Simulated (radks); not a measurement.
Problem. These are the eigenvalues of the occupied orbitals of an atom or ion with whole-number occupations (eV). Method: scalar-relativistic Kohn-Sham, HCTH/407, spin-polarised, spherical densities, finite nucleus; Fermi nuclear charge, rms radius of each element as measured or else 0.836 A^(1/3) + 0.57 fm; computed with a radial shooting solver on a logarithmic mesh with Libxc functionals.

| orbital | eigenvalue |
|---|---|
| 1s up | -48401.87 |
| 1s down | -48401.87 |
| 2s up | -8001.899 |
| 2s down | -8001.835 |
| 2p up | -7139.328 |
| 2p down | -7139.284 |
| 3s up | -1806.642 |
| 3s down | -1804.359 |
| 3p up | -1537.944 |
| 3p down | -1535.667 |
| 3d up | -1178.142 |
| 3d down | -1176.393 |
| 4s up | -404.1322 |
| 4s down | -398.9183 |
| 4p up | -315.2420 |
| 4p down | -310.0535 |
| 4d up | -191.1520 |
| 4d down | -185.9677 |
| 5s up | -90.8642 |
| 5s down | -88.2355 |
| 5p up | -67.3913 |
| 5p down | -65.5020 |
| 4f up | -55.9872 |

Which element is it, and in what charge state? The configuration may be excited. Open shells, if any, are filled with parallel spins first.

Solution. Z = 63, europium, charge +4: Eu4+ in [Xe] 4f5. The list shows which subshells hold electrons but not how many an open one holds; the 1s level, -1778.7 hartree, gives Z - s = 59.6 by -(Z - s)^2/2, which with screening and relativity narrows Z to a few neighbours, and the depths of the outer levels then fix element, charge and occupations together.
